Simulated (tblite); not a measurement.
Compound: C7H6NO (doublet state).
Structure used (GFN2-xTB), in Å, numbered top down from 1:
```xyz
15
C7H6NO angstrom
N      2.2297   -0.5706   -2.4729
C      2.0478    0.1429   -1.5992
C      1.7809    1.0420   -0.4905
O      0.4161    1.0832   -0.1267
C     -0.0362   -0.0560    0.5449
C     -0.5024   -1.2832   -0.2450
C     -1.4621   -0.4018    0.4377
C     -2.7381   -0.3504    1.1526
C     -2.7784    0.3503    0.0666
H      2.0447    2.0617   -0.7927
H      2.4101    0.7427    0.3640
H      0.4887   -0.2373    1.4843
H     -0.2827   -2.2613    0.1601
H     -0.4476   -1.2375   -1.3244
H     -3.1750    0.9832   -0.6863
```

Method: GFN2-xTB as coded in tblite; computed harmonic values from a numerical Hessian at the method's own geometry, unscaled. Against measured fundamentals such values can be off by several per cent, at times by over 20. One conformer, not necessarily the lowest. Open shells enter through the occupations alone, without spin polarisation, and single modes of such species can be off by tens of per cent.

Harmonic wavenumbers (cm⁻¹): 32.2, 77.9, 119.4, 173.4, 214.3, 293.1, 323.8, 365.9, 416.8, 479.3, 609.7, 655.1, 658.7, 784.2, 823.8, 839.6, 895.3, 934.9, 953.4, 1010.3, 1031.4, 1038.3, 1052.5, 1073.3, 1143.8, 1203.0, 1282.8, 1292.6, 1396.8, 1397.5, 1503.1, 1807.7, 2407.4, 2846.5, 2933.2, 2940.9, 3060.7, 3069.0, 3254.4.

A = 4234, B = 975.6, C = 895.2 MHz; mass 120.045 u (most abundant isotopes); point group C1, symmetry number 1; spin multiplicity 2.

Question: Zero-point energy?

Answer: ½Σν̃ = 23198 cm⁻¹ = 66.33 kcal/mol.

Question: Give the ideal-gas entropy at 350 K and 1 bar in the rigid-rotor, harmonic-oscillator model (classical rotation).

Answer: Translation 41.09, rotation 29.33, vibration 29.84, spin (R ln 2) 1.38: S = 101.6 cal/(mol K).

Question: And Cp and H(350 K) − H(0)?

Answer: Cp = 38.31 cal/(mol K), of which vibrations give 30.36 (their classical limit is 39 R = 77.5); H(350 K) − H(0) = 8.14 kcal/mol without the zero-point energy, 5.36 from vibrations.

Question: Which modes carry the vibrational entropy at 350 K?

Answer: 32.2 cm⁻¹: 6.01; 77.9 cm⁻¹: 4.26; 119.4 cm⁻¹: 3.42; 173.4 cm⁻¹: 2.70; 214.3 cm⁻¹: 2.30; 293.1 cm⁻¹: 1.73 cal/(mol K); the other 33 give 9.42 together.

Question: How do the functions run with temperature in this model?

Answer: 
| T (K) | S (cal/(mol K)) | Cp (cal/(mol K)) | H − H(0) (kcal/mol) | G − H(0) (kcal/mol) | ln q(vib) |
| --- | --- | --- | --- | --- | --- |
| 100 | 69.8 | 17.0 | 1.24 | -5.74 | 1.75 |
| 200 | 84.1 | 25.4 | 3.36 | -13.46 | 3.99 |
| 300 | 96.1 | 34.1 | 6.33 | -22.48 | 6.20 |
| 500 | 117.2 | 48.8 | 14.72 | -43.86 | 10.59 |
| 800 | 143.2 | 61.8 | 31.51 | -83.07 | 16.82 |
| 1000 | 157.6 | 67.2 | 44.44 | -113.18 | 20.63 |

q(vib) and H(0) count from the zero-point level.

Question: What must be added to the electronic energy to get the Gibbs energy at 350 K and 1 bar?

Answer: ZPE + [H(350 K) − H(0)] − T·S = 66.33 + 8.14 − 35.57 = 38.90 kcal/mol.

Question: Blend soft modes into free rotors: weight 1/[1 + (100 cm⁻¹/ν̃)⁴] for the oscillator and the rest for a rotor with moment μB/(μ + B), μ = h/(8π²ν), B = 10⁻⁴⁴ kg m². What vibrational entropy results?

Answer: 27.06 cal/(mol K) in place of 29.84, which changes −T·S at 350 K by +0.97 kcal/mol.

Hindered rotation and anharmonicity are outside this model. Other conformers, if any are populated, would add a mixing term that is left out. The structure is chiral; the term R ln 2 for an equal mix with its mirror image is left out.
